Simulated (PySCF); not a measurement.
## Polarisability as a sum over states

C4H6ClNSi.
Structure used (GFN2-xTB), in Å, numbered top down from 1:
```xyz
13
C4H6ClNSi angstrom
N     -2.4136   -1.7746   -1.4873
C     -1.9571   -1.1686   -0.6329
C     -1.3740   -0.3800    0.4261
C     -0.7530    0.8531   -0.1659
C      0.5523    1.0561   -0.2838
Si     1.9261   -0.1147    0.2599
Cl     3.6764    0.7790   -0.1874
H     -2.1710   -0.1088    1.1259
H     -0.6273   -0.9860    0.9431
H     -1.4670    1.5830   -0.5296
H      0.8676    1.9854   -0.7433
H      1.8805   -0.3333    1.7081
H      1.8556   -1.3901   -0.4505
```

Method used: TDDFT CAM-B3LYP/def2-SVPD, vertical, gas phase, core orbitals frozen in the response in PySCF 2.14.0, density-fitted response routines.

Excitation energies and transition dipoles (atomic units, axes of the coordinates) of those of the lowest 8 singlets that add 0.02 au or more to the mean polarisability:

```json
{"state": "S1", "ΔE (hartree)": "0.2456", "μx": "-0.385", "μy": "-0.096", "μz": "-0.128"}
{"state": "S2", "ΔE (hartree)": "0.2534", "μx": "1.443", "μy": "0.096", "μz": "0.108"}
{"state": "S3", "ΔE (hartree)": "0.2652", "μx": "-0.456", "μy": "0.068", "μz": "-0.009"}
{"state": "S5", "ΔE (hartree)": "0.2852", "μx": "0.186", "μy": "0.067", "μz": "0.149"}
{"state": "S6", "ΔE (hartree)": "0.2855", "μx": "0.171", "μy": "0.325", "μz": "0.093"}
{"state": "S7", "ΔE (hartree)": "0.2883", "μx": "-0.406", "μy": "-0.165", "μz": "0.108"}
{"state": "S8", "ΔE (hartree)": "0.2904", "μx": "-0.113", "μy": "0.051", "μz": "0.013"}
```

Task: What does each state add to αxx, αyy and αzz, and how do the sums compare with the full static tensor?

Result: Each state adds 2 μα² / ΔE.

```tsv
state	αxx (au)	αyy (au)	αzz (au)
S1	1.20	0.07	0.13
S2	16.43	0.07	0.09
S3	1.57	0.03	0.00
S5	0.24	0.03	0.15
S6	0.20	0.74	0.06
S7	1.14	0.19	0.08
S8	0.09	0.02	0.00
all 8 states	20.9	1.2	0.5
full response	112.0	79.9	74.3
share (%)	19	1	1
```

The rest comes from the higher roots of the same response equations.

Task: Give the full tensor and its principal values.

Result: In au, rows and columns x, y, z:
```
x   112.0  10.9   4.5
y    10.9  79.9   2.4
z     4.5   2.4  74.3
```
Principal values 73.4, 76.9 and 116.0 au; mean 88.7 au (13.15 Å³).

Task: By how much does the contribution of these states grow at 532 nm?

Result: With ω = 0.0856 hartree each state's term in the mean polarisability goes from f / ΔE² to f / (ΔE² − ω²), f = (2/3) ΔE |μ|²; the sum over all 8 states goes from 7.53 to 8.47 au, a rise of 0.94 au.

One conformer stands for the species.
